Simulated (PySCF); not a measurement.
Structure and specific rotation at 589.3 nm (origin-invariant length gauge)

Method: PySCF 2.14.0, TDDFT B3LYP/def2-SVPD circular dichroism and optical rotation, one conformer, gas phase. Geometry: GFN2-xTB.

Each molecule in one low-energy conformer. The parent is O[Si@@H]1[SiH2]C[C@@H](Br)[SiH2]1.

The molecule is flexible and this is one conformer; a measurement averages over conformers. The calculation is non-relativistic, which matters for the atoms heavier than Zn.

**Question.** How does the specific rotation at 589.3 nm (origin-invariant length gauge) change along this series?
- O[Si@@H]1[SiH2]C[C@@H](Br)[SiH2]1 (base)
- O[Si@@H]1[SiH2]C[C@H](Br)[SiH2]1 (diastereomer)

**Answer.** 
| molecule | [α]589 (deg dm⁻¹ (g/mL)⁻¹) | S1 (eV) | R(S1), velocity form (10⁻⁴⁰ esu² cm²) |
| --- | --- | --- | --- |
| O[Si@@H]1[SiH2]C[C@@H](Br)[SiH2]1 | +2.7 | 4.74 | -2.2 |
| O[Si@@H]1[SiH2]C[C@H](Br)[SiH2]1 | -60.2 | 4.46 | -31.5 |

The specific rotation at 589.3 nm (origin-invariant length gauge) is lowest for O[Si@@H]1[SiH2]C[C@H](Br)[SiH2]1 and highest for O[Si@@H]1[SiH2]C[C@@H](Br)[SiH2]1.
